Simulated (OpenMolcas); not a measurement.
## Computed transition rates of Ru I

```yaml
Program: OpenMolcas
Method: "MS-CASPT2, IPEA 0.25 Eh, imaginary shift 0.1 Eh (closed shells correlated: 4s 4p)"
Basis: ANO-RCC-VQZP [8s7p5d3f2g1h]
Scalar_Hamiltonian: DKH2, point nucleus
Active_space: 8 electrons in 6 orbitals (4d 5s)
State_averaging: 2S+1 = 5 even, 15 roots; 2S+1 = 3 even, 75 roots kept (CI in the orbitals of an earlier block); 2S+1 = 1 even, 57 roots kept (CI in the orbitals of an earlier block)
Spin-orbit_coupling: state interaction with AMFI integrals over the reference wave functions, term energies averaged over their components
```

Rates come from the transition moments of the reference wave functions (E1 and E2 in the length form). At fixed line strength A goes as λ^-3 for E1 and M1 and as λ^-5 for E2, so a rate at the computed wavelength can be rescaled to the measured one. Measured vacuum wavelengths follow from level energies in NIST Handbook of Basic Atomic Spectroscopic Data. Branching counts decays inside the model space alone, at computed energies, and the table is only a selection of the E2 and M1 lines, drawn from those between levels with measured partners whose computed energy lies within a factor of 1.5 of the measured one.

```tsv
Upper	Lower	Type	λ computed (nm)	λ measured (nm)	A computed (s-1)	A rescaled (s-1)	Branching %
4d7 5s 5F1	4d7 5s 5F2	M1	24230	25490	7.51e-03	6.45e-03	100.0
4d6 5s2 5D2	4d6 5s2 5D3	M1	16210	20740	1.46e-02	6.97e-03	76.5
4d7 5s 5F2	4d7 5s 5F3	M1	15180	16080	2.74e-02	2.31e-02	100.0
4d7 5s 5F3	4d7 5s 5F4	M1	10540	11100	6.08e-02	5.21e-02	100.0
4d6 5s2 5D3	4d6 5s2 5D4	M1	8794	9155	4.94e-02	4.38e-02	91.6
4d7 5s 5F4	4d7 5s 5F5	M1	8244	8399	6.95e-02	6.57e-02	100.0
4d6 5s2 5D1	4d7 5s 5F3	E2	2049	1432	2.09e-03	1.25e-02	23.5
4d7 5s 5P3	4d7 5s 5F5	E2	1072	1140	2.51e-02	1.85e-02	58.9
```

The largest correction is for 4d6 5s2 5D1 → 4d7 5s 5F3 (E2): 2.09e-03 × (2049 / 1432)^5 = 1.25e-02 s-1, a factor of 6.00.

The computed rate and branching of 4d7 5s 5F4 → 4d7 5s 5F5 give the upper level a radiative lifetime of 1.000 / 6.95e-02 s-1 = 1.44e+01 s, counting decays inside the model space alone. The rescaled rate gives about 1.5e+01 s.

The computed order of these levels differs from the measured one in 1 place, and where term gaps are wrong the rates of spin-changing lines can be off by large factors.

No measured rate stands beside these. Rescaling mends the energy factor alone: line strengths can still be far off where a level mixes with configurations outside the active space, and weak or spin-changing lines hang on small mixing coefficients that depend on the term gaps too, so rescaling need not improve them.

Term energies are means over components that CASPT2 splits; among the terms shown or strongly mixed into the levels shown the widest spread is 1500 cm-1 (4d7 5s 5F). Blocks of more than 70 roots (2S+1 = 3 even) ran without multistate coupling. Configurations are named by rounded mean occupations; where the s occupation lies near a half they are strongly mixed, a name can repeat and a true partner stay unpaired. A single d shell beside an s shell can misplace configurations of different d count against each other. Measured partners are found by configuration, term and J. A level has none where our copy of the source lacks it or the pairing is in doubt (some pairs that miss far off the trend of their configuration count as doubtful). Only configurations of the active space appear.
